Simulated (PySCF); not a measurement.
CHO2, doublet, at a GFN2-xTB geometry. Base run: HF/aug-cc-pVDZ (PySCF).

The PySCF input:
```python
from pyscf import gto, scf

mol = gto.M(
    atom='''
O     1.15623491   -0.01312691    0.00983414
C    -0.02457140    0.19152173    0.00045866
O    -1.11548103   -0.30452915   -0.01059486
H    -0.17860263    1.39211811    0.00333384
''',
    basis='aug-cc-pvdz',
    spin=1,
    verbose=4,
    symmetry=True,
)

mf = scf.UHF(mol)
mf.kernel()
mf.analyze()
```

The base run was repeated with changes; each row names its change, and settings that it needs were set with it.

```csv
change,ΔE vs base (eV),point group used,SCF cycles
base,0.00,C2v,13
symmetry_subgroup = C2,0.00,C2,13
symmetry = off,0.00,C1,13
"irrep_nelec = A1:(5, 5) A2:(1, 1) B1:(1, 1) B2:(5, 4)",11.20,C2v,14
"irrep_nelec = A1:(6, 5) A2:(1, 1) B1:(0, 1) B2:(5, 4)",15.54,C2v,12
"irrep_nelec = A1:(6, 5) A2:(2, 1) B1:(1, 1) B2:(3, 4)",14.61,C2v,14
symmetry_subgroup = Cs,0.00,Cs,13
"irrep_nelec = A1:(6, 5) A2:(1, 1) B1:(2, 1) B2:(3, 4)",8.00,C2v,15
```

Open shells are given as the SCF converged; they aren't shown to be the lowest states, and a large step between rows can be another state.
